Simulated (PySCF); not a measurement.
GaCl2, SMILES [Ga]([Cl])[Cl], multiplicity 2.

Coordinates come from a PBE-D3(BJ)/def2-TZVP optimisation. The multiplicity is an assumed one; other spin states were not compared. The isomer is the one that the SMILES or the coordinates give; other isomers of the formula were not compared.

These are TDA-PBE/def2-SVPD in PySCF values and carry that method's errors.

Vertical excitations. 

```
state    energy (eV)  λ (nm)      f                                                   main pairs
-------  -----------  ------  -----  -----------------------------------------------------------
root 1          2.72     455  0.000                                            β HOMO→LUMO 100 %
root 2          2.87     432  0.000                                          β HOMO−1→LUMO 100 %
root 3          3.19     388  0.000                         α HOMO→LUMO 13 %, β HOMO−3→LUMO 87 %
root 4          3.23     384  0.010                                           β HOMO−2→LUMO 98 %
root 5          3.53     352  0.038                         α HOMO→LUMO 85 %, β HOMO−3→LUMO 13 %
root 6          4.51     275  0.044                       α HOMO−2→LUMO 10 %, β HOMO−4→LUMO 84 %
root 7          5.08     244  0.000                                           α HOMO−1→LUMO 99 %
root 8          5.22     237  0.070                        α HOMO→LUMO+1 92 %, β HOMO−5→LUMO 5 %
root 9          5.28     235  0.010                     α HOMO−2→LUMO 69 %, β HOMO−1→LUMO+1 24 %
root 10         5.50     225  0.000  α HOMO−4→LUMO 76 %, β HOMO−3→LUMO+1 17 %, β HOMO−5→LUMO 6 %
```
Unrestricted roots are not spin-pure.
